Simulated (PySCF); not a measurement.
## Ionising KB

PBE; K def2-SVPD, B def2-SVPD; no relativity (PySCF 2.14). Neutral (UKS): triplet (σ ↑, π ↑), Re = 2.892 Å, ωe = 261 cm⁻¹, De = 1.09 eV, HOMO -2.53 eV, LUMO -2.16 eV.

KB⁺ (UKS): doublet (σ ↑), Re = 3.380 Å, ωe = 137 cm⁻¹, De = 0.37 eV to K⁺ + B. The energies at the minima are -624.23500 hartree for KB and -624.04602 for KB⁺.

(1) Work out the adiabatic ionisation energy, without and with harmonic zero-point energies (1 hartree = 27.2114 eV, 1 eV = 8065.5 cm⁻¹), and the change of the bond length.

Weak bonds: KB⁺. Basis-set superposition, not corrected here, can be much of De in a small basis, most of all at correlated wavefunction levels. For an ion De counts to the pair picked by the measured ionisation energies or electron affinities, which need not be the lowest pair at this level. States were picked by a PBE0 search and need not be the measured ground states.

## Answers

(1) At PBE: 0.18898 hartree = 5.142 eV between the minima; the zero-point term (137.0 − 261.0)/2 cm⁻¹ = -0.008 eV makes it 5.135 eV. Re changes by +48.8 pm against the neutral. The electron leaves a π orbital, and the ion is left as a loose complex of an ion and an atom.
